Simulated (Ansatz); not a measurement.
Ansatz (a first-principles code) input:

Ansatz 0.2 input:
```yaml
crystal:
  periodic: [false, false, false]
  atoms:
    - {symbol: C, position_ang: [2.09427839, -0.81167443, 0.18972980]}
    - {symbol: C, position_ang: [0.69762972, -0.31885356, 0.13496299]}
    - {symbol: C, position_ang: [-0.39723427, -0.97045921, -0.64709859]}
    - {symbol: C, position_ang: [-1.65109837, -0.16320256, -0.27012257]}
    - {symbol: C, position_ang: [-1.11055696, 1.25261945, -0.01824312]}
    - {symbol: C, position_ang: [0.26206285, 1.02105008, 0.64304384]}
    - {symbol: H, position_ang: [2.69774997, -0.43896688, -0.65422232]}
    - {symbol: H, position_ang: [2.60370502, -0.48491504, 1.10075525]}
    - {symbol: H, position_ang: [2.14161462, -1.90307620, 0.14768673]}
    - {symbol: H, position_ang: [-0.20898076, -0.89744221, -1.73202206]}
    - {symbol: H, position_ang: [-0.49474547, -2.04049259, -0.43459252]}
    - {symbol: H, position_ang: [-2.42883269, -0.19232440, -1.03415706]}
    - {symbol: H, position_ang: [-2.07965922, -0.56512937, 0.65196627]}
    - {symbol: H, position_ang: [-0.97234290, 1.76556744, -0.97392480]}
    - {symbol: H, position_ang: [-1.78128466, 1.86452323, 0.58594556]}
    - {symbol: H, position_ang: [0.97969409, 1.81660290, 0.40859943]}
    - {symbol: H, position_ang: [0.17259389, 1.01877453, 1.74033120]}
basis:
  gaussian:
    orbitals: aug-cc-pVDZ
magnetization: {spin_polarized: true, initial_magnetization: 1}
correlation: {method: ccsd_t, electrons: outside_noble_gas}
output: {forces: true}
```

### Question
Which total energy does the run end on?

### Answer
-234.56368 Eh (CCSD(T)/aug-cc-pVDZ). The basis has 237 functions.

It need not be the lowest isomer of its formula.
